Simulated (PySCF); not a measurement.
InHF, doublet: computed properties

Computed with UPBE0 in PySCF with In def2-TZVP with ECP28, H def2-TZVP, F def2-TZVP; scalar-relativistic core potentials, no spin–orbit coupling; density-fitted integrals.

The structure is a higher-order saddle point with 2 imaginary modes (one degenerate set).

```json
{
 "Point group": "C∞v",
 "Bond lengths": "In–F 2.008 Å, In–H 2.009 Å",
 "Bond angles": "F–In–H 180.0°",
 "Dipole moment": "2.42 D",
 "Principal quadrupole moments (Buckingham, traceless) about the centre of mass": "-13.62, 6.81, 6.81 D Å",
 "Lowest empty level (β)": "-2.41 eV",
 "Spin squared ⟨S²⟩": "0.760",
 "Principal polarisabilities": "42.5, 42.5, 61.1 bohr³",
 "Highest occupied level (α)": "-5.54 eV",
 "Rotational constants": "0.2374 cm⁻¹",
 "Atomisation energy without zero-point energy": "536 kJ/mol",
 "Zero-point energy (real modes)": "7.9 kJ/mol"
}
```

Harmonic modes (masses in u: In 114.904, H 1.008, F 18.998):
```tsv
symmetry	ω (cm⁻¹)	IR (km/mol, summed over degenerate members)	type
π	460i	–	bend
σ+	498	116	stretch
σ+	815	31.6	stretch
```

In C∞v the vibrations span π + 2σ+.

Charges (e):
```json
{"atom": "In1", "Mulliken": "0.58", "Löwdin": "0.37", "polar tensor": "0.50", "spin (Mulliken)": "0.29", "Mayer order to In1": "–"}
{"atom": "H2", "Mulliken": "-0.08", "Löwdin": "-0.05", "polar tensor": "0.02", "spin (Mulliken)": "0.61", "Mayer order to In1": "0.51"}
{"atom": "F3", "Mulliken": "-0.50", "Löwdin": "-0.32", "polar tensor": "-0.52", "spin (Mulliken)": "0.09", "Mayer order to In1": "0.80"}
```

Mulliken populations on In1 (electrons outside its core potential): s 3.74, p 6.52, d 10.13, f 0.04.

Other isomers or separated fragments may lie lower. At this level a doublet minimum of Cs symmetry lies 64 kJ/mol below this structure. Spin–orbit coupling, left out here, can matter for elements this heavy.

The final relaxation and frequency run took 22 s on 2 threads of a shared Arm Neoverse V1 host, with 87 basis functions and 9 gradients; the process peaked at 0.84 GiB. Launch command: `OMP_NUM_THREADS=2 python axn.py task.json out`.
